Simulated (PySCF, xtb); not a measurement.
AlF₃, SMILES [F][Al-]([F])[F], charge -1, multiplicity 2.

Harmonic wavenumbers (cm⁻¹) from xtb with GFN2-xTB at its own minimum, in rising order: 51, 61, 130, 416, 540, 542.

Task: What does PBE0-D3(BJ)/def2-SVPD (PySCF) give at its own minimum? (An estimate is asked for; the answer gives what the named calculation found.)

Result: 211, 211, 305, 622, 738, 738. Paired by order, the mean absolute difference is 181 cm⁻¹ and the zero-point energies are 2.5 and 4.0 kcal/mol.
